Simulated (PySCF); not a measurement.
PySCF job for 2-methylbut-2-ene (C5H10), SMILES CC=C(C)C, TDDFT-PBE/def2-SVPD. The structure is a stationary point at B3LYP-D3(BJ)/def2-SVP.

```python
import numpy as np
from pyscf import gto, scf, dft, tdscf

mol = gto.M(
    atom='''
    C    -0.07876242    2.11014655   -0.00000000
    C    -0.67695179    0.73470100    0.00000000
    C    -0.04215189   -0.45073874   -0.00000000
    C     1.45483278   -0.62056727   -0.00000000
    C    -0.81633401   -1.74461473    0.00000000
    H    -0.41012653    2.68454159    0.88328528
    H     1.02012405    2.10425737    0.00000000
    H    -0.41012654    2.68454159   -0.88328528
    H    -1.77431062    0.70948612    0.00000000
    H     1.77961096   -1.19845831    0.88347631
    H     1.77961096   -1.19845831   -0.88347630
    H     2.00195644    0.33108619    0.00000001
    H    -1.90321131   -1.57546125    0.00000000
    H    -0.56366172   -2.35754794    0.88391136
    H    -0.56366172   -2.35754794   -0.88391137
    ''',
    basis='def2-SVPD',
    charge=0,
    spin=0,
    symmetry=True,
    max_memory=1600,
    verbose=4,
)
mf = dft.RKS(mol, xc='pbe').density_fit(auxbasis='def2-universal-jkfit')
mf.grids.level = 3
mf.conv_tol = 1e-9
mf.max_cycle = 100
mf.kernel()
mf.grids = dft.Grids(mol).set(level=1).build(with_non0tab=True)  # coarser grid for the response kernel
td = tdscf.TDDFT(mf)
td.singlet = True
td.nstates = 10
td.conv_tol = 1e-4
td.positive_eig_threshold = 1e-6
td.kernel(x0=td.get_init_guess(mf, 15))
td.analyze()
tt = tdscf.TDA(mf)
tt.singlet = False
tt.nstates = 4
tt.conv_tol = 1e-4
tt.positive_eig_threshold = 1e-6
tt.kernel(x0=tt.get_init_guess(mf, 9))
tt.analyze(verbose=3)
```

It prints:

```
PySCF version 2.14.0

[INPUT] verbose = 4
[INPUT] num. atoms = 15
[INPUT] num. electrons = 40
[INPUT] charge = 0
[INPUT] spin (= nelec alpha-beta = 2S) = 0
[INPUT] symmetry True subgroup None
[INPUT] Mole.unit = angstrom
[INPUT] Symbol           X                Y                Z      unit          X                Y                Z       unit  Magmom
[INPUT]  1 C     -0.078762420000   2.110146550000   0.000000000000 AA   -0.148839402708   3.987599062196   0.000000000000 Bohr   0.0
[INPUT]  2 C     -0.676951790000   0.734701000000   0.000000000000 AA   -1.279253482634   1.388383673444   0.000000000000 Bohr   0.0
[INPUT]  3 C     -0.042151890000  -0.450738740000   0.000000000000 AA   -0.079655527733  -0.851772772332   0.000000000000 Bohr   0.0
[INPUT]  4 C      1.454832780000  -0.620567270000   0.000000000000 AA    2.749235511240  -1.172702182169   0.000000000000 Bohr   0.0
[INPUT]  5 C     -0.816334010000  -1.744614730000   0.000000000000 AA   -1.542647705068  -3.296844032582   0.000000000000 Bohr   0.0
[INPUT]  6 H     -0.410126530000   2.684541590000   0.883285280000 AA   -0.775026818118   5.073048375104   1.669167269060 Bohr   0.0
[INPUT]  7 H      1.020124050000   2.104257370000   0.000000000000 AA    1.927755067582   3.976470124898   0.000000000000 Bohr   0.0
[INPUT]  8 H     -0.410126540000   2.684541590000  -0.883285280000 AA   -0.775026837015   5.073048375104  -1.669167269060 Bohr   0.0
[INPUT]  9 H     -1.774310620000   0.709486120000   0.000000000000 AA   -3.352961131707   1.340734455980   0.000000000000 Bohr   0.0
[INPUT] 10 H      1.779610960000  -1.198458310000   0.883476310000 AA    3.362977322674  -2.264757977609   1.669528263441 Bohr   0.0
[INPUT] 11 H      1.779610960000  -1.198458310000  -0.883476300000 AA    3.362977322674  -2.264757977609  -1.669528244544 Bohr   0.0
[INPUT] 12 H      2.001956440000   0.331086190000   0.000000010000 AA    3.783149384909   0.625662222726   0.000000018897 Bohr   0.0
[INPUT] 13 H     -1.903211310000  -1.575461250000   0.000000000000 AA   -3.596548133075  -2.977190282365   0.000000000000 Bohr   0.0
[INPUT] 14 H     -0.563661720000  -2.357547940000   0.883911360000 AA   -1.065166277701  -4.455119932133   1.670350388792 Bohr   0.0
[INPUT] 15 H     -0.563661720000  -2.357547940000  -0.883911370000 AA   -1.065166277701  -4.455119932133  -1.670350407689 Bohr   0.0

nuclear repulsion = 173.862154868867
point group symmetry = Cs
symmetry origin: [-4.72431538e-10 -1.41729459e-09  4.72431533e-10]
symmetry axis x: [1.00000000e+00 5.49301501e-10 1.54070767e-09]
symmetry axis y: [-5.49301501e-10  1.00000000e+00  1.79565549e-10]
symmetry axis z: [-1.54070767e-09 -1.79565554e-10  1.00000000e+00]
num. orbitals of irrep A' = 118
num. orbitals of irrep A" = 62
number of shells = 80
number of NR pGTOs = 250
number of NR cGTOs = 180
basis = def2-SVPD
ecp = {}


******** <class 'pyscf.df.df_jk.DFSymAdaptedRKS'> ********
method = DFSymAdaptedRKS
initial guess = minao
damping factor = 0
level_shift factor = 0
DIIS = <class 'pyscf.scf.diis.CDIIS'>
diis_start_cycle = 1
diis_space = 8
diis_damp = 0
SCF conv_tol = 1e-09
SCF conv_tol_grad = None
SCF max_cycles = 100
direct_scf = False
XC library pyscf.dft.libxc version 7.1.2
    S. Lehtola, C. Steigemann, M. J. T. Oliveira, and M. A. L. Marques,  SoftwareX 7, 1–5 (2018)
XC functionals = pbe
    J. P. Perdew, K. Burke, and M. Ernzerhof,  Phys. Rev. Lett. 77, 3865 (1996)
    J. P. Perdew, K. Burke, and M. Ernzerhof,  Phys. Rev. Lett. 78, 1396 (1997)
    J. P. Perdew, K. Burke, and M. Ernzerhof,  Phys. Rev. Lett. 77, 3865 (1996)
    J. P. Perdew, K. Burke, and M. Ernzerhof,  Phys. Rev. Lett. 78, 1396 (1997)
radial grids:
    Treutler-Ahlrichs [JCP 102, 346 (1995); DOI:10.1063/1.469408] (M4) radial grids

becke partition: Becke, JCP 88, 2547 (1988); DOI:10.1063/1.454033
pruning grids: <function nwchem_prune>
grids dens level: 3
symmetrized grids: True
atomic radii adjust function: <function treutler_atomic_radii_adjust>
small_rho_cutoff = 0
Freeze 0 electrons in irreps []
    40 free electrons in irreps A' A"
Set gradient conv threshold to 3.16228e-05
Initial guess from minao.
tot grids = 168672
init E= -196.126939460444
HOMO (A") = -0.28842102947871  LUMO (A") = -0.0866745439567955  gap/eV = 5.48980
cycle= 1 E= -196.035208045457  delta_E= 0.0917  |g|= 0.548  |ddm|= 8.12
HOMO (A") = -0.115816895419433  LUMO (A') = 0.0264935033544917  gap/eV = 3.87246
cycle= 2 E= -195.922251244094  delta_E= 0.113  |g|= 0.832  |ddm|= 2.53
HOMO (A") = -0.207656132965572  LUMO (A") = -0.0157850331618384  gap/eV = 5.22108
cycle= 3 E= -196.124259139074  delta_E= -0.202  |g|= 0.0529  |ddm|= 1.65
HOMO (A") = -0.200978783584044  LUMO (A") = -0.00866866094344104  gap/eV = 5.23302
cycle= 4 E= -196.124838213074  delta_E= -0.000579  |g|= 0.0287  |ddm|= 0.334
HOMO (A") = -0.203672551180025  LUMO (A") = -0.0109989675929289  gap/eV = 5.24292
cycle= 5 E= -196.125027480117  delta_E= -0.000189  |g|= 0.0101  |ddm|= 0.0697
HOMO (A") = -0.203487078429956  LUMO (A") = -0.0109917223559095  gap/eV = 5.23807
cycle= 6 E= -196.125043043905  delta_E= -1.56e-05  |g|= 0.00665  |ddm|= 0.0275
HOMO (A") = -0.203313840605483  LUMO (A") = -0.0108243658967616  gap/eV = 5.23791
cycle= 7 E= -196.125054979536  delta_E= -1.19e-05  |g|= 0.000387  |ddm|= 0.00951
HOMO (A") = -0.203355100340174  LUMO (A") = -0.0108609733167522  gap/eV = 5.23803
cycle= 8 E= -196.125055018888  delta_E= -3.94e-08  |g|= 0.000118  |ddm|= 0.00191
HOMO (A") = -0.203357498573436  LUMO (A") = -0.0108625090298727  gap/eV = 5.23806
cycle= 9 E= -196.125055022722  delta_E= -3.83e-09  |g|= 3.63e-05  |ddm|= 0.000472
HOMO (A") = -0.203358832528864  LUMO (A") = -0.0108639063300563  gap/eV = 5.23805
cycle= 10 E= -196.125055023027  delta_E= -3.05e-10  |g|= 1.18e-05  |ddm|= 8.58e-05
HOMO (A") = -0.203358175995974  LUMO (A") = -0.0108633143239902  gap/eV = 5.23805
Extra cycle  E= -196.125055022978  delta_E= 4.88e-11  |g|= 1.79e-05  |ddm|= 6.49e-05
converged SCF energy = -196.125055022978
tot grids = 50624
Overwritten attributes  positive_eig_threshold  of <class 'pyscf.tdscf.rks.CasidaTDDFT'>


******** <class 'pyscf.tdscf.rks.CasidaTDDFT'> for <class 'pyscf.df.df_jk.DFSymAdaptedRKS'> ********
nstates = 10 singlet
deg_eia_thresh = 1.000e-03
wfnsym = None
conv_tol = 0.0001
eigh lindep = 1e-12
eigh level_shift = 0
eigh max_cycle = 100


Excitation energies (eV)
[5.62292688 6.2561489  6.52833195 6.71763936 7.19641444 7.36094375
 7.68327248 7.97070585 7.97389275 8.01557449]

** Singlet excitation energies and oscillator strengths **
Excited State   1:   A"      5.62293 eV    220.50 nm  f=0.0024
      20 -> 22       -0.70701
Excited State   2:   A"      6.25615 eV    198.18 nm  f=0.0000
      20 -> 23        0.70691
Excited State   3:   A"      6.52833 eV    189.92 nm  f=0.0046
      20 -> 24       -0.70693
Excited State   4:   A'      6.71764 eV    184.57 nm  f=0.4614
      20 -> 21       -0.67198
      20 -> 27       -0.15845
Excited State   5:   A"      7.19641 eV    172.29 nm  f=0.0047
      20 -> 25        0.70553
Excited State   6:   A"      7.36094 eV    168.44 nm  f=0.0007
      20 -> 26        0.70545
Excited State   7:   A"      7.68327 eV    161.37 nm  f=0.0001
      19 -> 21        0.70061
Excited State   8:   A'      7.97071 eV    155.55 nm  f=0.0348
      19 -> 22       -0.63452
      20 -> 28       -0.30630
Excited State   9:   A'      7.97389 eV    155.49 nm  f=0.0283
      19 -> 22       -0.26022
      20 -> 27        0.31921
      20 -> 28        0.56974
Excited State  10:   A"      8.01557 eV    154.68 nm  f=0.0316
      20 -> 29       -0.70429

** Transition electric dipole moments (AU) **
state          X           Y           Z        Dip. S.      Osc.
  1         0.0000      0.0000     -0.1313      0.0172      0.0024
  2        -0.0000     -0.0000      0.0040      0.0000      0.0000
  3         0.0000     -0.0000     -0.1701      0.0289      0.0046
  4        -0.5821      1.5700      0.0000      2.8036      0.4614
  5         0.0000     -0.0000      0.1636      0.0268      0.0047
  6        -0.0000      0.0000      0.0637      0.0041      0.0007
  7         0.0000      0.0000     -0.0193      0.0004      0.0001
  8        -0.3356     -0.2558     -0.0000      0.1781      0.0348
  9        -0.0081      0.3806     -0.0000      0.1449      0.0283
 10        -0.0000      0.0000     -0.4011      0.1609      0.0316

** Transition velocity dipole moments (imaginary part, AU) **
state          X           Y           Z        Dip. S.      Osc.
  1        -0.0000     -0.0000     -0.0236      0.0006      0.0018
  2        -0.0000      0.0000     -0.0012      0.0000      0.0000
  3        -0.0000      0.0000     -0.0486      0.0024      0.0066
  4        -0.1419      0.3826      0.0000      0.1665      0.4497
  5        -0.0000      0.0000      0.0499      0.0025      0.0063
  6         0.0000     -0.0000      0.0231      0.0005      0.0013
  7         0.0000      0.0000     -0.0055      0.0000      0.0001
  8        -0.0998     -0.0773     -0.0000      0.0159      0.0363
  9        -0.0050      0.1101     -0.0000      0.0121      0.0276
 10        -0.0000      0.0000     -0.1268      0.0161      0.0364

** Transition magnetic dipole moments (imaginary part, AU) **
state          X           Y           Z
  1        -0.1083     -0.3238     -0.0000
  2         0.6401     -0.1283      0.0000
  3        -0.2401     -0.0729     -0.0000
  4         0.0000      0.0000      0.4042
  5         0.0311     -0.2970     -0.0000
  6        -0.2688     -0.2119      0.0000
  7        -0.4064      1.0949      0.0000
  8        -0.0000     -0.0000      0.5318
  9        -0.0000     -0.0000      0.1840
 10         0.2464      0.3151     -0.0000
Overwritten attributes  positive_eig_threshold  of <class 'pyscf.tdscf.rks.TDA'>


******** <class 'pyscf.tdscf.rks.TDA'> for <class 'pyscf.df.df_jk.DFSymAdaptedRKS'> ********
nstates = 4 triplet
deg_eia_thresh = 1.000e-03
wfnsym = None
conv_tol = 0.0001
eigh lindep = 1e-12
eigh level_shift = 0
eigh max_cycle = 100


Excitation energies (eV)
[4.28912285 5.54016892 6.18836464 6.46442146]

** Triplet excitation energies and oscillator strengths **
Excited State   1:   A'      4.28912 eV    289.07 nm  f=0.0000
Excited State   2:   A"      5.54017 eV    223.79 nm  f=0.0000
Excited State   3:   A"      6.18836 eV    200.35 nm  f=0.0000
Excited State   4:   A"      6.46442 eV    191.79 nm  f=0.0000
```

The run converged.
